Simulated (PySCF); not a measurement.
Compound: C5H7FNS (doublet state).
Geometry (GFN2-xTB, Å), atoms numbered from 1 in this order:
```xyz
15
C5H7FNS angstrom
C      2.4202    0.5982   -0.7000
N      1.8028   -0.1813    0.0615
C      0.8506   -1.1207   -0.4907
C     -0.5066   -0.5755   -0.2613
C     -1.1526   -0.2513    1.0493
C     -2.1339    0.7392    0.4263
F     -2.1563    1.9629    1.0083
S     -1.2545    0.7013   -1.1940
H      3.0786    1.3307   -0.2568
H      2.3406    0.5923   -1.7924
H      1.0019   -1.2897   -1.5678
H      0.9649   -2.0601    0.0589
H     -0.4785    0.2552    1.7476
H     -1.6127   -1.0969    1.5662
H     -3.1689    0.4036    0.3230
```

The hyperfine couplings belong to this conformer and change with its torsions.

Identity: `C=NC[C]1C[C@@H](F)S1` [radical].

Computed, not measured: PySCF, UKS B3LYP, pcH-1 on C F H N S, non-relativistic, mean-field spin-orbit, GIAO. Isolated species at its GFN2-xTB geometry (one conformer only). The geometry wasn't refined by DFT: couplings that depend on bond lengths, twists or pyramidal angles can differ widely from those at the functional's own minimum. No stability test was run, so a lower SCF solution isn't excluded.

(1) The isotropic 13C couplings are +181.4, -17.0, -4.3, +2.9, -1.4 MHz. Assign them to C1; C3; C4; C5; C6.

Answers

(1) 
| site | a_iso (MHz) | ρ(0) (bohr⁻³) | position | distance from C4 (Å) | spin population | largest \|T\| (MHz) |
| --- | --- | --- | --- | --- | --- | --- |
| C1 | +2.9 | +0.0026 | 3 bonds from C4 | 3.18 | +0.04 | 5.6 |
| C3 | -4.3 | -0.0038 | 1 bond from C4 | 1.48 | -0.05 | 3.2 |
| C4 | +181.4 | +0.1611 | largest spin population | 0.00 | +0.81 | 140.1 |
| C5 | -17.0 | -0.0151 | 1 bond from C4 | 1.50 | -0.05 | 3.1 |
| C6 | -1.4 | -0.0012 | 2 bonds from C4 | 2.20 | 0.00 | 2.3 |

ρ(0) is the spin density at the nucleus and T the dipolar tensor; a_iso includes a spin–orbit part. The largest Mulliken spin populations are on C4 (+0.81) and S8 (+0.16). The angles at C4 add up to 350.1°, so it is slightly pyramidal.

The spin density at the nucleus, in bohr⁻³, is negative for C5 (-0.0151), C3 (-0.0038) and C6 (-0.0012), for instance. A restricted open-shell determinant has no negative spin density anywhere; here it arises because α and β orbitals differ (spin polarisation).
